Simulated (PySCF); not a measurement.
C₃H₉PSi.
Bonds: P1–Si2, Si2–C3, C3–C4, C4–C5, C3–C5. Hydrogens: H6, H7 on P1; H8, H9 on Si2; H10 on C3; H11, H12 on C4; H13, H14 on C5.

The calculation used PySCF, PBE0-D3(BJ)/def2-SVP geometry optimisation, gas phase.

Question: What internal coordinates does the optimisation give?

Answer: 
| bond | length (bohr) | order |
| --- | --- | --- |
| P1–Si2 | 4.286 | single |
| Si2–C3 | 3.524 | single |
| C3–C4, C3–C5 | 2.854 | single |
| C4–C5 | 2.820 | single |
| P1–H6, P1–H7 | 2.701 | single |
| Si2–H8, Si2–H9 | 2.830 | single |
| C3–H10 | 2.071 | single |
| C4–H11, C5–H13 | 2.069 | single |
| C4–H12, C5–H14 | 2.066 | single |

Bonds in one row agree within 0.02 bohr and their mean is given. Orders are formal, as drawn. A selection of angles:
| angle | degrees |
| --- | --- |
| Si2–P1–H6 | 93.3 |
| H6–P1–H7 | 93.6 |
| P1–Si2–C3 | 108.6 |
| P1–Si2–H8 | 107.2 |
| P1–Si2–H9 | 112.8 |
| C3–Si2–H8 | 111.7 |
| C3–Si2–H9 | 108.1 |
| H8–Si2–H9 | 108.4 |
| Si2–C3–C4 | 120.9 |
| Si2–C3–C5 | 119.9 |
| Si2–C3–H10 | 114.9 |
| C4–C3–C5 | 59.2 |
| C4–C3–H10 | 115.4 |
| C3–C4–C5 | 60.4 |
| C3–C4–H11 | 118.4 |
| C3–C4–H12 | 117.6 |
| C5–C4–H11 | 118.1 |
| C5–C4–H12 | 118.5 |
| H11–C4–H12 | 113.8 |

Dihedral angles: P1–Si2–C3–C4 153° (antiperiplanar); Si2–C3–C4–C5 -109° (anticlinal); Si2–C3–C5–C4 110° (anticlinal). The mirror-image conformer, all signs reversed, is as good.

The 3-membered ring C3–C4–C5 has internal angles of 59.2° to 60.4°. Si2 (SiH2 silicon) is tetrahedral (angles from 107.2° to 112.8°). P1 (three-coordinate phosphorus) is pyramidal (angles 94.2°, 93.6° and 93.3°, sum 281.1°, 0.86 Å off the plane of its three neighbours).

Point group: C1 (no symmetry element, even within 0.4 Å). PBE0-D3(BJ)/def2-SVP frequencies: not computed here. The numbers are those of one conformer (H–P1–Si2–C3 -73° and -167°, P1–Si2–C3–C4 153°).

Hardware: one thread of an Arm Neoverse V2, shared host. Cost: 21 s, 0.53 GiB resident at most. These figures are those of the optimisation.
